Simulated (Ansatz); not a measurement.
Results of the Gaussian-basis code of Ansatz.

A structure relaxed at PBE0-D4/def2-TZVP, charge 0, multiplicity 1:

Cartesian coordinates in Å:
```
N 0.355 1.232 -0.634
As -0.986 0.569 0.439
Te -1.029 -2.020 0.073
H 0.044 1.341 -1.591
H 1.215 0.700 -0.629
H -0.095 0.451 1.666
H 0.495 -2.272 0.676
```

Task: Give its formula and SMILES.

Result: AsH4NTe, `N[AsH][TeH]`.

Task: Summarise the bond lengths by kind.

Result: 1 × As–N 1.841 Å; 2 × H–N 1.011 to 1.012 Å; 1 × As–Te 2.615 Å; 1 × As–H 1.520 Å; 1 × H–Te 1.659 Å.
